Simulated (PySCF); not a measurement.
Z-matrix (Å, degrees):
```
Sn
F 1 1.8910
F 1 1.8910 2 104.99
F 1 1.8911 2 105.00 3 -110.43
H 1 1.6817 2 113.64 3 124.79
```
Charge 0, multiplicity 1.

Task: Estimate the LUMO, HOMO–LUMO gap and HOMO that PBE0-D4/def2-TZVP in PySCF returns for this input.

Result: 
```json
{
  "LUMO": "-2.15 eV",
  "HOMO–LUMO gap": "8.90 eV",
  "HOMO": "-11.05 eV"
}
```
